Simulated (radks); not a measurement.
Polarisability of neutral carbon, [He] 2s2 2p2, at imaginary frequency. All-electron calculation, non-relativistic Kohn-Sham, LDA (Slater exchange, Perdew-Wang correlation), spin-polarised, spherical densities, point nucleus; open shells are filled with parallel spins first. Program: a radial shooting solver on a logarithmic mesh with Libxc functionals. Response by self-consistent Sternheimer equations with the Hartree and adiabatic LDA kernel.

| w (hartree) | alpha1(iw) (bohr^3) |
|---|---|
| 0.00266 | 13.38 |
| 0.0143 | 13.36 |
| 0.0360 | 13.24 |
| 0.0697 | 12.87 |
| 0.118 | 12.05 |
| 0.186 | 10.63 |
| 0.280 | 8.661 |
| 0.413 | 6.445 |
| 0.605 | 4.357 |
| 0.892 | 2.665 |
| 1.35 | 1.461 |
| 2.12 | 0.6999 |
| 3.59 | 0.2800 |
| 6.94 | 0.08580 |
| 17.5 | 0.01620 |

Static values: alpha1 = 13.38 bohr^3 (1.983 angstrom^3; uncoupled 17.92). C6 = 54.14, triple-dipole C9 = 519.0 atomic units. One-pole (London) frequency 4 C6 / (3 alpha1^2) = 0.403 hartree, against 0.227 for minus the highest occupied eigenvalue. The dipole shielding factor is 1.000, as the force sum rule N/Z = 1.000 demands. Recommended static value: 11.3 bohr^3 (Schwerdtfeger and Nagle, 2023 table).
